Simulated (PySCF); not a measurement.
Species: sum formula BN2H4Br, net charge 0, singlet state. SMILES: NB(N)Br
Structure (B3LYP-D3(BJ)/def2-TZVP (Ansatz) minimum search):
```xyz
8

N      1.2961    -1.5500     0.2936
B      0.0337    -0.9635     0.1149
N     -1.1839    -1.6610     0.0892
Br    -0.0346     0.9913    -0.1182
H      2.1410    -1.0087     0.3048
H      1.4346    -2.5379     0.4205
H     -2.0640    -1.1969    -0.0418
H     -1.2530    -2.6582     0.1990
```
Charge 0, spin multiplicity 1.

Dispersion corrections to the total energy (kcal/mol) from the dftd3 and dftd4 libraries through PySCF: D3(BJ) without and D4 with the three-body term, each with the damping fitted for the functional named.

```tsv
functional	D3(BJ)	D4
PW6B95	(withheld)	-3.01
TPSS	-4.54	-4.74
TPSSh	(withheld)	-4.28
BLYP	-7.76	-7.84
r2SCAN	-0.98	-0.81
HF	-28.03	(withheld)
LC-wPBE	-3.43	-3.90
```

Some entries are withheld; supply them.


- PW6B95, D3(BJ): -1.87
- TPSSh, D3(BJ): -4.18
- HF, D4: -12.75
